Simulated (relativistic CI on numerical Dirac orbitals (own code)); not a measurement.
## Energy levels of Tl⁷⁺

These numbers are calculated, not measured: Dirac-Coulomb-Breit CI, KLI orbitals optimised for each configuration, model QED, unscaled Slater integrals (own radial code, finite nucleus).

CI space (outside the closed core [Kr] 4d10 4f14): 5s²5p⁶5d⁶, 5s²5p⁶5d⁵6s, 5s²5p⁶5d⁵5f, 5s²5p⁶5d⁵6p, 5s²5p⁵5d⁷, 5s²5p⁶5d⁴6s6p, 5s²5p⁶5d⁵5g, 5s²5p⁶5d⁴5f6s, 5s²5p⁶5d⁵6d, 5s²5p⁶5d⁵7s, 5s²5p⁶5d⁵7p, 5s5p⁶5d⁷, 5s²5p⁶5d⁵6f, 5s²5p⁶5d⁵7d, 5s²5p⁶5d⁵8s, 5s²5p⁶5d⁵8p, 5s²5p⁵5d⁶6s, 5s²5p⁶5d⁵7f, 5s5p⁶5d⁶5f, 5s²5p⁵5d⁶7s, 5s5p⁶5d⁶6s, 5p⁶5d⁷5f, 5s²5p⁶5d⁴6s², 5s²5p⁶5d³5f6s², 5s²5p⁶5d³6s²6p, 5s²5p⁶5d³5g6s², 5s²5p⁶5d³6s²6d, 5p⁶5d⁸, 5p⁵5d⁹, 5s5p⁶5d⁵6s², 5s5p⁶5d⁴5f6s², 5s5p⁶5d⁴6s²6p, 5s5p⁶5d⁴5g6s², 5s5p⁶5d⁴6s²6d. Double excitations out of closed p, d and f shells are left out; levels of such configurations are missing from the list, as are those of other unlisted configurations, and high levels can miss mixing partners. These lack a partner that the ground configuration has and come out too high: 5s²5p⁵5d⁶6s, 5s²5p⁵5d⁶7s.

The lowest level is 5s²5p⁶5d⁶ ⁵D4, with 72 % of that term; Hund's rules for 5s²5p⁶5d⁶ give ⁵D with J = 4, in agreement.

| No. | Configuration | Term | J | E (cm⁻¹) | % | Next component (%) | Landé g | jj configuration (%) |
| --- | --- | --- | --- | --- | --- | --- | --- | --- |
| 1 | 5s²5p⁶5d⁶ | ⁵D | 4 | 0.0 | 72 | 22 ³F | 1.417 | 5d5/2^2 (67) |
| 2 | 5s²5p⁶5d⁶ | ⁵D | 2 | 8656.2 | 45 | 36 ³P | 1.419 | 5d5/2^2 (71) |
| 3 | 5s²5p⁶5d⁶ | ⁵D | 3 | 13276.9 | 88 | 8 ³F | 1.457 | 5d3/2^3 5d5/2^3 (80) |
| 4 | 5s²5p⁶5d⁶ | ⁵D | 0 | 17230.4 | 65 | 25 ³P |  | 5d5/2^2 (39) |
| 5 | 5s²5p⁶5d⁶ | ⁵D | 1 | 17970.5 | 75 | 19 ³P | 1.449 | 5d3/2^3 5d5/2^3 (81) |
| 6 | 5s²5p⁶5d⁶ | ³H | 4 | 24216.5 | 25 | 23 ¹G | 1.080 | 5d3/2^3 5d5/2^3 (66) |
| 7 | 5s²5p⁶5d⁶ | ³G | 5 | 31650.0 | 52 | 48 ³H | 1.120 | 5d3/2^3 5d5/2^3 (98) |
| 8 | 5s²5p⁶5d⁶ | ³H | 6 | 32137.8 | 80 | 20 ¹I | 1.133 | 5d3/2^3 5d5/2^3 (95) |
| 9 | 5s²5p⁶5d⁶ | ⁵D | 2 | 35457.9 | 45 | 19 ¹D | 1.247 | 5d3/2^2 5d5/2^4 (54) |
| 10 | 5s²5p⁶5d⁶ | ³F | 3 | 37484.8 | 45 | 34 ³G | 1.008 | 5d3/2^3 5d5/2^3 (84) |
| 11 | 5s²5p⁶5d⁶ | ³F | 2 | 38719.3 | 54 | 30 ³P | 1.006 | 5d3/2^3 5d5/2^3 (66) |
| 12 | 5s²5p⁶5d⁶ | ¹S | 0 | 46812.1 | 58 | 28 ⁵D |  | 5d3/2^2 5d5/2^4 (59) |
| 13 | 5s²5p⁶5d⁶ | ³H | 4 | 47051.1 | 52 | 24 ³F | 0.989 | 5d3/2^2 5d5/2^4 (75) |
| 14 | 5s²5p⁶5d⁶ | ³D | 1 | 48533.6 | 68 | 22 ³P | 0.811 | 5d3/2^3 5d5/2^3 (71) |
| 15 | 5s²5p⁶5d⁶ | ³D | 2 | 50115.0 | 61 | 23 ³P | 1.176 | 5d3/2^3 5d5/2^3 (52) |
| 16 | 5s²5p⁶5d⁶ | ³G | 4 | 50284.4 | 48 | 27 ³F | 1.100 | 5d3/2^2 5d5/2^4 (49) |
| 17 | 5s²5p⁶5d⁶ | ³H | 5 | 52563.4 | 52 | 48 ³G | 1.112 | 5d3/2^2 5d5/2^4 (98) |
| 18 | 5s²5p⁶5d⁶ | ³D | 3 | 54035.5 | 66 | 23 ³F | 1.274 | 5d3/2^2 5d5/2^4 (51) |
| 19 | 5s²5p⁶5d⁶ | ³P | 0 | 56129.1 | 96 | 3 ¹S |  | 5d3/2^3 5d5/2^3 (43) |
| 20 | 5s²5p⁶5d⁶ | ³G | 3 | 57080.0 | 46 | 35 ³F | 0.932 | 5d3/2^2 5d5/2^4 (84) |
| 21 | 5s²5p⁶5d⁶ | ¹I | 6 | 58876.4 | 80 | 20 ³H | 1.032 | 5d3/2^2 5d5/2^4 (95) |
| 22 | 5s²5p⁶5d⁶ | ¹F | 3 | 60645.1 | 52 | 35 ³F | 1.008 | 5d3/2^3 5d5/2^3 (80) |
| 23 | 5s²5p⁶5d⁶ | ³P | 1 | 64478.2 | 72 | 23 ³D | 1.268 | 5d3/2^2 5d5/2^4 (55) |
| 24 | 5s²5p⁶5d⁶ | ¹G | 4 | 68621.5 | 65 | 23 ³F | 1.039 | 5d3/2^2 5d5/2^4 (56) |
| 25 | 5s²5p⁶5d⁶ | ¹D | 2 | 69111.7 | 51 | 24 ³P | 1.051 | 5d3/2^2 5d5/2^4 (66) |
| 26 | 5s²5p⁶5d⁶ | ³P | 1 | 75044.1 | 86 | 10 ⁵D | 1.472 | 5d3/2^3 5d5/2^3 (44) |
| 27 | 5s²5p⁶5d⁶ | ³F | 2 | 81930.0 | 87 | 7 ³D | 0.741 | 5d3/2^2 5d5/2^4 (85) |
| 28 | 5s²5p⁶5d⁶ | ³F | 4 | 81989.8 | 75 | 11 ³G | 1.190 | 5d3/2^2 5d5/2^4 (59) |
| 29 | 5s²5p⁶5d⁶ | ¹G | 4 | 94512.3 | 77 | 15 ³F | 1.033 | 5d3/2^2 5d5/2^4 (49) |
| 30 | 5s²5p⁶5d⁶ | ³P | 2 | 94821.2 | 68 | 16 ¹D | 1.354 | 5d3/2 5d5/2^5 (72) |
| 31 | 5s²5p⁶5d⁶ | ³F | 3 | 95657.6 | 54 | 27 ¹F | 1.068 | 5d3/2 5d5/2^5 (83) |
| 32 | 5s²5p⁶5d⁶ | ³P | 0 | 95754.2 | 57 | 36 ¹S |  | 5d5/2^6 (81) |
| 33 | 5s²5p⁶5d⁶ | ¹D | 2 | 111631.0 | 94 | 2 ³D | 1.003 | 5d3/2^2 5d5/2^4 (83) |
| 34 | 5s²5p⁶5d⁶ | ¹S | 0 | 142236.3 | 92 | 7 ³P |  | 5d3/2^2 5d5/2^4 (77) |
| 35 | 5s²5p⁶5d⁵6s | ⁷S | 3 | 178852.5 | 79 | 17 ⁵P | 1.920 | 5d3/2^3 5d5/2^2 6s (42) |
| 36 | 5s²5p⁶5d⁵6s | ⁵S | 2 | 202425.9 | 41 | 17 ³P | 1.551 | 5d5/2 6s (64) |
| 37 | 5s²5p⁶5d⁵6s | ⁵D | 3 | 208766.4 | 18 | 17 ⁵G | 1.318 | 5d5/2 6s (61) |
| 38 | 5s²5p⁶5d⁵6s | ⁵G | 2 | 212474.3 | 44 | 26 ⁵S | 0.919 | 5d3/2^3 5d5/2^2 6s (71) |
| 39 | 5s²5p⁶5d⁵6s | ⁵G | 4 | 218085.3 | 55 | 18 ⁵D | 1.244 | 5d3/2^3 5d5/2^2 6s (85) |
| 40 | 5s²5p⁶5d⁵6s | ⁵D | 2 | 219936.2 | 40 | 30 ⁵P | 1.500 | 5d3/2^3 5d5/2^2 6s (75) |
| 41 | 5s²5p⁶5d⁵6s | ⁵G | 6 | 220075.6 | 76 | 19 ³H | 1.286 | 5d3/2^3 5d5/2^2 6s (72) |
| 42 | 5s²5p⁶5d⁵6s | ⁵G | 3 | 221191.2 | 57 | 11 ⁵D | 1.150 | 5d3/2^3 5d5/2^2 6s (52) |
| 43 | 5s²5p⁶5d⁵6s | ⁵G | 5 | 221265.4 | 76 | 9 ³H | 1.248 | 5d3/2^3 5d5/2^2 6s (63) |
| 44 | 5s²5p⁶5d⁵6s | ⁵D | 1 | 221619.6 | 42 | 42 ⁵P | 1.808 | 5d3/2^3 5d5/2^2 6s (76) |
| 45 | 5s²5p⁶5d⁵6s | ⁵D | 3 | 229502.5 | 31 | 23 ³G | 1.177 | 5d3/2^3 5d5/2^2 6s (83) |
| 46 | 5s²5p⁶5d⁵6s | ⁵D | 4 | 229602.7 | 51 | 30 ⁵G | 1.326 | 5d3/2^2 5d5/2^3 6s (61) |
| 47 | 5s²5p⁶5d⁵6s | ⁵D | 0 | 231376.8 | 83 | 15 ³P |  | 5d3/2^2 5d5/2^3 6s (60) |
| 48 | 5s²5p⁶5d⁵6s | ⁵P | 1 | 232628.1 | 33 | 20 ³D | 1.476 | 5d3/2^3 5d5/2^2 6s (70) |
| 49 | 5s²5p⁶5d⁵6s | ³D | 2 | 232833.9 | 27 | 17 ⁵G | 1.176 | 5d3/2^2 5d5/2^3 6s (45) |
| 50 | 5s²5p⁶5d⁵6s | ³G | 5 | 233316.7 | 38 | 29 ³I | 1.061 | 5d3/2^3 5d5/2^2 6s (92) |
| 51 | 5s²5p⁶5d⁵6s | ³G | 4 | 236609.3 | 48 | 24 ³F | 1.133 | 5d3/2^3 5d5/2^2 6s (81) |
| 52 | 5s²5p⁶5d⁵6s | ³G | 3 | 237008.5 | 30 | 23 ⁵P | 1.214 | 5d3/2^3 5d5/2^2 6s (54) |
| 53 | 5s²5p⁶5d⁵6s | ³D | 2 | 239375.4 | 28 | 23 ⁵D | 1.324 | 5d3/2^2 5d5/2^3 6s (64) |
| 54 | 5s²5p⁶5d⁵6s | ⁵D | 1 | 241440.6 | 39 | 31 ³D | 1.020 | 5d3/2^2 5d5/2^3 6s (58) |
| 55 | 5s²5p⁶5d⁵6s | ³I | 6 | 242747.4 | 63 | 15 ⁵G | 1.089 | 5d3/2^2 5d5/2^3 6s (78) |
| 56 | 5s²5p⁶5d⁵6s | ³F | 4 | 243358.8 | 28 | 27 ³G | 1.215 | 5d3/2^2 5d5/2^3 6s (53) |
| 57 | 5s²5p⁶5d⁵6s | ³G | 5 | 243376.6 | 32 | 25 ⁵F | 1.184 | 5d3/2^2 5d5/2^3 6s (67) |
| 58 | 5s²5p⁶5d⁵6s | ³D | 3 | 243552.5 | 24 | 21 ³F | 1.137 | 5d3/2^3 5d5/2^2 6s (70) |
| 59 | 5s²5p⁶5d⁵6s | ⁵F | 2 | 246535.2 | 48 | 16 ¹D | 1.075 | 5d3/2^2 5d5/2^3 6s (52) |
| 60 | 5s²5p⁶5d⁵6s | ³D | 3 | 247785.7 | 45 | 20 ³F | 1.171 | 5d3/2^2 5d5/2^3 6s (72) |
| 61 | 5s²5p⁶5d⁵6s | ³I | 7 | 248276.4 | 100 |  | 1.142 | 5d3/2^2 5d5/2^3 6s (100) |
| 62 | 5s²5p⁶5d⁵6s | ³D | 1 | 248427.1 | 34 | 31 ⁵F | 0.747 | 5d3/2^2 5d5/2^3 6s (74) |
| 63 | 5s²5p⁶5d⁵6s | ³G | 5 | 248934.9 | 60 | 33 ³I | 1.093 | 5d3/2^2 5d5/2^3 6s (96) |
| 64 | 5s²5p⁶5d⁵6s | ³D | 2 | 249773.5 | 41 | 22 ⁵P | 1.200 | 5d3/2^2 5d5/2^3 6s (52) |
| 65 | 5s²5p⁶5d⁵6s | ³P | 0 | 250211.5 | 67 | 16 ⁵D |  | 5d3/2^2 5d5/2^3 6s (61) |
| 66 | 5s²5p⁶5d⁵6s | ³G | 4 | 252683.6 | 49 | 17 ¹G | 1.035 | 5d3/2^2 5d5/2^3 6s (72) |
| 67 | 5s²5p⁶5d⁵6s | ³G | 3 | 253007.3 | 27 | 24 ³F | 1.087 | 5d3/2^2 5d5/2^3 6s (65) |
| 68 | 5s²5p⁶5d⁵6s | ¹I | 6 | 255105.2 | 69 | 23 ³I | 1.022 | 5d3/2^2 5d5/2^3 6s (93) |
| 69 | 5s²5p⁶5d⁵6s | ³D | 1 | 255609.4 | 61 | 20 ³P | 0.685 | 5d3/2^2 5d5/2^3 6s (91) |
| 70 | 5s²5p⁶5d⁵6s | ³F | 2 | 256225.8 | 58 | 16 ³D | 0.865 | 5d3/2^2 5d5/2^3 6s (71) |

Energies count from the lowest computed level. Filled j subshells are mostly left out of the jj labels.

The mean weight of the leading LS term, summed over parents, in these 70 levels is 56 %, and that of the leading jj configuration (from the same eigenvectors) 69 %, so jj coupling describes them better and the LS labels are nominal.

At this charge configurations can still be misplaced by up to about 7 % of their energy. Terms inside the open d or f shell come out 10 to 20 % too wide with unscaled integrals. Levels and lines within the n = 5 or 6 shells can be off by up to 10 % or somewhat more, and those that change n by about 2 %, since core polarisation is missing.

LS names give the leading component of a level, which can be under half, so a name can repeat, a term be missing and a line seem to break the LS rules.
